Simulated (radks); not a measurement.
Results of a calculation; reference values are marked as such.
Neutral cerium inside a hard spherical wall (all orbitals vanish at R), configuration held at [Xe] 4f1 5d1 6s2 and not refilled when levels cross. Level of theory: scalar-relativistic Kohn-Sham, r2SCAN, spin-polarised, spherical densities, finite nucleus; open shells are filled with parallel spins first (spin-orbit coupling, left out, can overturn this in heavy ions); meta-GGA in the generalised Kohn-Sham scheme; Fermi nuclear charge, rms radius 4.8771 fm (a radial shooting solver on a logarithmic mesh with Libxc functionals). Eigenvalues in eV for spin up, with the zero of energy where the potential of the charges vanishes at infinity; a dash marks a level that is unbound or too diffuse for the functional's potential to be trusted. A positive occupied level is held by the wall or, in an anion where self-interaction has pushed it up, behind a barrier. The pressure on the wall is -dE/dV.

R (bohr),E (hartree),kinetic (hartree),e(5p),e(4f),e(6s),e(5d),"e(6p, empty)","e(7s, empty)",pressure (GPa)
free,-8861.1018,9391.632,-24.453,-5.498,-4.012,-3.377,-1.324,-,0
20,-8861.1018,9391.632,-24.453,-5.498,-4.012,-3.377,-1.323,0.261,< 0.0001
15,-8861.1018,9391.632,-24.450,-5.495,-4.010,-3.374,-1.313,0.826,0.000267
12,-8861.1013,9391.638,-24.409,-5.454,-3.980,-3.339,-1.242,1.866,0.00852
7,-8861.0389,9391.981,-22.881,-3.854,-2.472,-2.000,1.309,12.372,2.82
6,-8860.9415,9392.392,-21.664,-2.518,-0.722,-0.820,4.019,20.673,9.99
4,-8859.8047,9396.718,-15.244,5.195,15.048,7.182,25.375,73.600,232
3.5,-8858.6332,9401.096,-10.701,10.625,28.639,13.436,42.035,109.78,646
1.5,-8765.0661,9675.418,216.31,153.28,595.75,285.14,642.00,1180.6,261000
